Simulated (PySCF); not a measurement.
In(Et)(Vi)(OMe), C5H11InO, SMILES C=[CH][In]([CH2]C)[O]C (GFN2-xTB optimised geometry):

```
18

In    -0.343     0.333     0.000
C     -1.302     2.418     0.000
C     -2.817     2.408    -0.078
H     -0.863     2.937    -0.856
H     -0.954     2.901     0.917
H     -3.249     1.884     0.773
H     -3.159     1.919    -0.989
H     -3.203     3.430    -0.078
C     -0.806    -1.848    -0.008
C     -2.021    -2.359    -0.015
H      0.076    -2.477    -0.007
H     -2.198    -3.430    -0.019
H     -2.911    -1.743    -0.016
O      1.660     0.333     0.000
C      2.610     1.356     0.001
H      3.249     1.266     0.888
H      3.244     1.274    -0.890
H      2.158     2.358     0.007
```

Computed with CAM-B3LYP/def2-SVP, def2 effective core potentials past Kr run with PySCF 2.14.0.

### Question
What are the frontier orbital energies and the dipole moment?

### Answer
HOMO-2 -8.59 eV, HOMO-1 -8.14 eV, HOMO -7.94 eV, LUMO -0.15 eV, LUMO+1 0.44 eV; dipole moment 2.34 D.

On the same geometry PBE/def2-SVP, def2 effective core potentials past Kr run with PySCF gives HOMO-2 -6.04 eV, HOMO-1 -5.31 eV, HOMO -5.30 eV, LUMO -1.78 eV, LUMO+1 -1.36 eV; dipole moment 2.10 D.
